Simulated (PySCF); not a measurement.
**How far are cheaper levels from CCSD(T)/CBS for SrCa?**

PySCF; the state is a singlet (closed shell). The composite is CCSD(T) extrapolated to the basis-set limit from two correlation-consistent sets, with core-valence (CV) and scalar-relativistic (SR) terms as its label shows; it has no spin–orbit coupling and nothing beyond (T). Here it is CCSD(T)/CBS(DT). It gives Re = 4.491 Å, ωe = 50.8 cm⁻¹ and De = 0.11 eV to Sr + Ca.

```tsv
level	basis	relativity	Re (Å)	ωe (cm⁻¹)	De (eV)
RHF-MP2	def2-SVP	scalar-relativistic core potentials	4.738	41.1	0.12
RHF-SCS-MP2	def2-SVP	scalar-relativistic core potentials	4.869	35.0	0.09
RHF-SCS-MP2	def2-SVPD	scalar-relativistic core potentials	4.898	32.3	0.10
RHF-CCSD(T)	def2-SVP	scalar-relativistic core potentials	4.691	42.4	0.12
PBE	def2-SVP	scalar-relativistic core potentials	4.343	69.4	0.24
r²SCAN	def2-SVPD	scalar-relativistic core potentials	4.388	68.7	0.23
M06-L	def2-SVPD	scalar-relativistic core potentials	4.369	66.0	0.17
PBE0	x2c-TZVPall	spin-free X2C	4.422	63.7	0.19
MN15	def2-SVPD	scalar-relativistic core potentials	4.947	32.2	0.12
B2PLYP	def2-SVP	scalar-relativistic core potentials	4.676	42.7	0.07
```

Problem. Give the difference of each row from the composite.

Solution. 

| level | basis | ΔRe (pm) | Δωe (%) | ΔDe (eV) |
| --- | --- | --- | --- | --- |
| RHF-MP2 | def2-SVP | +24.7 | -19.1 | +0.01 |
| RHF-SCS-MP2 | def2-SVP | +37.8 | -31.1 | -0.02 |
| RHF-SCS-MP2 | def2-SVPD | +40.7 | -36.4 | -0.01 |
| RHF-CCSD(T) | def2-SVP | +20.0 | -16.5 | +0.01 |
| PBE | def2-SVP | -14.8 | +36.6 | +0.13 |
| r²SCAN | def2-SVPD | -10.3 | +35.2 | +0.12 |
| M06-L | def2-SVPD | -12.2 | +29.9 | +0.06 |
| PBE0 | x2c-TZVPall | -6.9 | +25.4 | +0.08 |
| MN15 | def2-SVPD | +45.6 | -36.6 | +0.01 |
| B2PLYP | def2-SVP | +18.5 | -15.9 | -0.04 |

Problem. Which rows come closest in De?

Solution. RHF-MP2 in def2-SVP (+0.01 eV); RHF-SCS-MP2 in def2-SVP (-0.02 eV); RHF-SCS-MP2 in def2-SVPD (-0.01 eV); RHF-CCSD(T) in def2-SVP (+0.01 eV); MN15 in def2-SVPD (+0.01 eV), counted from the composite.

Correlated steps freeze the inner cores (5 to 19 orbitals); shallow outer-core shells are correlated. Closed-shell solutions of metal pairs were not tested for spin polarisation, which can lower them a little. The bond is weak. Basis-set superposition, not corrected here, can be much of De in a small basis, most of all at correlated wavefunction levels. Functionals without a dispersion term scatter widely for such bonds, and LDA overbinds them. B2PLYP dipoles, levels and charges come from its SCF part alone.
